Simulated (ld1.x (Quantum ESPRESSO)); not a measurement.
## Configuration tests for lead (TM)

ld1.x (Quantum ESPRESSO) 7.5 input, shortened:

```
&input
   title='Pb', zed=82., rel=1, dft='PZ', iswitch=3,
   config='[Xe] 4f14 5d10 6s2 6p2'
 /
 &inputp
   pseudotype=2, tm=.true., lloc=-1, rcloc=1.80,
   nlcc=.true., new_core_ps=.true.
 /
2
6S  1  0   2.00   0.00  1.65  1.65  0.0
6P  2  1   2.00   0.00  2.20  2.20  0.0
 &test
   configts(1)='6s2 6p2'
 /
```

Energies are relative to the spin-unpolarised reference configuration 6s2 6p2; without spin polarisation the order of configurations can differ from experiment. Spin-polarised rows fill each open shell by Hund’s rule, majority spin first.

(1) Give the all-electron excitation energy and the error of the potential for: 6s2 6p1; 6s2 6p0; 6s1 6p0; 6s2 6p2.3; 6s1 6p3; 6s2 6p1.5; 6s1 6p2; 6s2 6p2 (spin-polarised); 6s2 6p1 (spin-polarised).

Levels in the configuration 6s2 6p0:

```csv
level,all-electron (eV),pseudo (eV)
6s,-27.877,-28.146
```

Note: ghost states, extra bound levels that the all-electron valence spectrum of the same l lacks: s at -41.7 eV, d at -6.0 eV. A true bound ghost makes a file unfit for plane-wave use.

Results:

(1)

| valence configuration | charge | ΔE all-electron (eV) | error AE − PS (meV) |
| --- | --- | --- | --- |
| 6s2 6p1 | +1 | 6.833 | -14 |
| 6s2 6p0 | +2 | 20.595 | -124 |
| 6s1 6p0 | +3 | 53.472 | -628 |
| 6s2 6p2.3 | -0.3 | -0.859 | +0.2 |
| 6s1 6p3 | 0 | 8.821 | -30 |
| 6s2 6p1.5 | +0.5 | 2.610 | -2.6 |
| 6s1 6p2 | +1 | 16.431 | -59 |
| 6s2 6p2 (spin-polarised) | 0 | -0.452 | -3.8 |
| 6s2 6p1 (spin-polarised) | +1 | 6.687 | -18 |
